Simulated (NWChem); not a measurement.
System: SrO; SMILES [O]=[Sr]

```xyz
2

Sr     0.0000     0.0000    -0.3237
O      0.0000     0.0000     1.6286
```
Atoms are numbered in this order, from 1.

Structure relaxed at the PBE0/def2-SVP level. def2 effective core potentials on Sr; no spin-orbit coupling.

Q: List the 4 lowest vertical singlet excitations from B3LYP/def2-SVPD with def2 effective core potentials on Sr, TDA (NWChem).

A: 
```
state  energy (eV)  oscillator strength  leading excitation (squared amplitude)
-----  -----------  -------------------  --------------------------------------
S1            1.76                0.002                    HOMO−1 → LUMO (0.99)
S2            1.76                0.002                    HOMO−2 → LUMO (0.99)
S3            1.78                0.048                      HOMO → LUMO (0.93)
S4            3.22                0.022                    HOMO → LUMO+1 (0.99)
```
